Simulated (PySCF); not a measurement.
**SeO₂F₂, singlet: structure and spectrum**

These are results of PBE0 in PySCF with Se def2-TZVP, O def2-TZVP, F def2-TZVP; no relativity; density-fitted integrals, not measurements.

The structure is a saddle point with 1 imaginary mode.

```json
{
 "Point group": "C2v",
 "Bond lengths": "Se–F 1.762 Å (×2), Se–O 1.606 Å (×2)",
 "Bond angles": "F–Se–F 77.1°, F–Se–O 88.7° (×2), F–Se–O 165.7° (×2), O–Se–O 105.6°",
 "Principal polarisabilities": "21.0, 40.4, 43.2 bohr³",
 "Zero-point energy (real modes)": "29.0 kJ/mol",
 "Dipole moment": "0.51 D",
 "Rotational constants": "0.1718, 0.1698, 0.08538 cm⁻¹",
 "Atomisation energy without zero-point energy": "1078 kJ/mol",
 "Lowest empty level": "-5.28 eV",
 "Highest occupied level": "-9.79 eV",
 "Principal quadrupole moments (Buckingham, traceless) about the centre of mass": "-5.07, -3.89, 8.96 D Å"
}
```

Harmonic modes (masses in u: Se 79.917, O 15.995, F 18.998):
| symmetry | ω (cm⁻¹) | IR (km/mol) |
| --- | --- | --- |
| a2 | 241i | – |
| b1 | 294 | 25.2 |
| b2 | 427 | 46.3 |
| a1 | 442 | 44.9 |
| a1 | 511 | 0.3 |
| b2 | 567 | 19.2 |
| a1 | 648 | 96.0 |
| a1 | 965 | 31.7 |
| b2 | 993 | 70.6 |

In C2v the vibrations span a2 + b1 + 3b2 + 4a1. Here b1 is antisymmetric to the molecular plane and b2 lies in it. The a2 mode carries no infrared intensity, as symmetry demands.

Charges (e):
```json
{"atom": "Se1", "Mulliken": "1.18", "Löwdin": "0.77", "polar tensor": "1.88", "Mayer order to Se1": "–"}
{"atom": "O2,3", "Mulliken": "-0.36", "Löwdin": "-0.24", "polar tensor": "-0.44", "Mayer order to Se1": "1.73"}
{"atom": "F4,5", "Mulliken": "-0.23", "Löwdin": "-0.15", "polar tensor": "-0.50", "Mayer order to Se1": "0.89"}
```

Mulliken populations on Se1: s 7.44, p 14.52, d 10.69, f 0.17.

Only a few start shapes were tried, so a lower isomer may exist. At this level a singlet minimum of C2v symmetry lies 295 kJ/mol below this structure.

The final relaxation and frequency run took of the order of 12 core-minutes on a shared host.
